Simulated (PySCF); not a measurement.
disulfane (H2S2), SMILES SS. Geometry optimised at PBE0-D3(BJ)/def2-TZVP.

Computed with PBE0-D3(BJ)/def2-TZVP (PySCF).

Harmonic wavenumbers (cm⁻¹): 464, 536, 906, 908, 2663, 2666. Rotational constants (GHz): 146.9, 7.028, 7.027; symmetry number 2.

### Question
Work out the zero-point energy and the ideal-gas rigid-rotor harmonic-oscillator thermochemistry at 298.15 K and 1 atm.

### Answer
ZPE = ½ Σ hcν = ½ × 8144 cm⁻¹ = 48.71 kJ/mol. H − E(el) = 60.09 kJ/mol. Entropy in J/(mol K): translation 161.02, rotation 83.44, vibration 6.69, total 251.16. G − E(el) = -14.80 kJ/mol. Cp = 47.83 J/(mol K).
